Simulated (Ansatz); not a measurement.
`CN([SiH3])CF` + `NBCN` → `NBC(N)[SiH3]` + `CNCF`  (formal exchange of groups at the Si–N bond)

Computed with Ansatz on PBE0-D4/def2-TZVP structures; ΔE is electronic, products minus reactants. CCSD(T)/CBS adds triple-zeta CCSD(T) − MP2 to the extrapolated MP2 energy (def2 sets, frozen cores). Functionals use def2-TZVPP. One conformer a species, not always the lowest.

| level | ΔE (eV) |
| --- | --- |
| r2SCAN-D4 | 0.35 |
| ωB97M-V | 0.38 |
| PBE0 | 0.34 |
| CCSD(T)/def2-TZVPP | 0.41 |
| HF/def2-QZVPP | 0.53 |
| SCS-MP2/def2-QZVPP | 0.45 |
| MP2/CBS(def2) | 0.41 |
| CCSD/CBS(def2) | 0.42 |

(1) What does CCSD(T)/CBS give? (Estimate.)

Largest T1 diagnostic among the species: 0.012.

## Answers

(1) Ansatz gave: +0.40 eV. The listed levels differ from it by -0.05, -0.02, -0.06, 0.01, 0.13, 0.05, 0.01, 0.02 eV.

From PBE to PBE0 (25 % exact exchange), in def2-TZVPP and without D4, ΔE moves by +0.03 eV. In def2-TZVPP, CCSD(T) changes the Hartree–Fock value by −0.11 eV (the triples alone add −0.02 eV) and MP2 by −0.10 eV.
